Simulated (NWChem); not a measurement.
Species: C$_{2}$H$_{3}$F$_{2}$NSi; SMILES N#CC[SiH](F)F

```xyz
9

N     -0.3350    -2.9623    -0.2717
C      0.1709    -1.9835     0.0952
C      0.7769    -0.7250     0.5099
Si    -0.0427     0.7571    -0.3262
F     -1.5004     0.9710     0.2983
F      0.8449     2.0401     0.0430
H      0.6998    -0.6114     1.5988
H      1.8458    -0.7274     0.2598
H     -0.1414     0.6192    -1.7898
```
Atoms are numbered in this order, from 1.

Computed with NWChem. Coordinates come from a B3LYP/6-31G* (spherical d) optimisation. Level: B3LYP/def2-SVP with SMD (1 M gas to 1 M solution), gas-phase geometry. Reactions with the solvent are ignored.

```csv
solvent,dielectric constant,solvation free energy (kcal/mol),cavity-dispersion-structure term (kcal/mol),dipole in solution (D)
water,78.4,-3.6,5.2,3.75
cyclohexanone,15.6,-6.1,2.1,3.69
anisole,4.22,-4.9,1.5,3.48
1-octanol,9.86,-5.6,2.2,3.64
toluene,2.37,-3.9,0.8,3.29
ethylene glycol,40.2,-4.2,4.5,3.74
```
